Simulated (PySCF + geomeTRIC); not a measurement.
Species: [Ti(OH)(NH2)3] (charge 0, multiplicity 1).

Question: Give a relaxed geometry from TPSS-D3(BJ)/def2-SVP in PySCF + geomeTRIC.

Answer: Several could match; the one computed here: the end point of this relaxation, one of several conformers.
Cartesian coordinates (Å) in one orientation:
```xyz
12

Ti     0.030     0.277    -0.029
O     -1.707     0.411    -0.527
H     -2.486     0.754    -0.061
N      0.615    -1.521    -0.174
H      1.532    -1.834    -0.506
H     -0.029    -2.319    -0.177
N      0.332     0.755     1.782
H      0.646     0.131     2.529
H      0.229     1.706     2.151
N      1.118     1.439    -1.067
H      2.001     1.850    -0.755
H      0.878     1.806    -1.993
```
